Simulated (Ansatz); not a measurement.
Cost and result for the atomization energy of C3H8BNO (`COCBC=N`) (14 atoms, 13 bonds).

Z-matrix (Å, degrees):
```
C
O 1 1.400
H 1 1.090 2 107.8
H 1 1.099 2 111.5 3 -119.5
H 1 1.099 2 111.5 3 119.5
C 2 1.405 1 112.8 3 -180.0
B 6 1.552 2 114.2 1 180.0
H 6 1.108 2 111.1 1 -57.5
H 6 1.108 2 111.1 1 57.4
C 7 1.566 6 122.9 2 0.2
H 7 1.195 6 118.4 2 -179.9
N 10 1.278 7 118.8 6 179.3
H 10 1.098 7 119.8 6 -0.6
H 12 1.024 10 111.0 7 -179.9
```

Total charge 0; spin multiplicity 1. The geometry is a stationary point of PBE0-D4/def2-TZVP. It is one conformer, not always the lowest. Program: Ansatz. All runs use 4 threads of an INTEL XEON PLATINUM 8581C on a shared host. Times are those of one run each, without the atoms' runs, and a repeat can differ threefold. Electronic energies, without spin–orbit coupling; frozen cores. CCSD(T)/CBS adds CCSD(T) − MP2 in def2-TZVPP to the MP2 limit, and its time is that of the two runs behind it. T1 = 0.011; the RHF reference is unstable towards UHF. B3LYP takes the VWN-RPA correlation (the form of Gaussian; ORCA's B3LYP/G).

CCSD(T)/CBS is a level of theory with its own doubt, some kJ/mol a heavy atom from the limit and from the frozen cores, so smaller differences don't rank the functionals.

```tsv
level	functions	wall time	atomization (kJ/mol)	difference from CCSD(T)/CBS	per bond
PBE-D4/def2-TZVPP (with forces)	298	2.1 s	5576.8	167.9	12.9
PBE0-D4/def2-TZVPP	298	2.2 s	5457.6	48.7	3.7
r2SCAN-D4/def2-TZVPP (with forces)	298	3.2 s	5434.6	25.7	2.0
B3LYP-D4/def2-TZVPP (with forces)	298	3.9 s	5447.3	38.4	2.9
ωB97X-V/def2-TZVPP	298	5.5 s	5437.8	28.9	2.2
B2PLYP/def2-TZVPP	298	5.5 s	5382.5	-26.4	-2.0
ωB97M-V/def2-TZVPP (with forces)	298	7.5 s	5448.5	39.6	3.0
MP2/def2-QZVPP	582	25 s	5441.9	33.0	2.5
CCSD(T)/def2-TZVPP	298	6.2 min	5272.7	-136.2	-10.5
CCSD(T)/CBS(def2)	–	6.7 min	5408.9	0.0	0.0
```

From PBE to PBE0 (25 % exact exchange), in def2-TZVPP and without D4, the atomization energy moves by −115.5 kJ/mol: exact exchange takes away binding that semilocal exchange gives to molecules. In def2-TZVPP, CCSD(T) changes the Hartree–Fock value by +1374.0 kJ/mol (the triples alone add +84.2 kJ/mol) and MP2 by +1462.8 kJ/mol; breaking electron pairs costs correlation energy, which Hartree–Fock lacks. The D4 term adds +36.6 kJ/mol with B3LYP and +19.5 kJ/mol with PBE0; it sums over pairs of atoms, weighted by their polarisabilities, and B3LYP, whose exchange is more repulsive, gets the larger term.
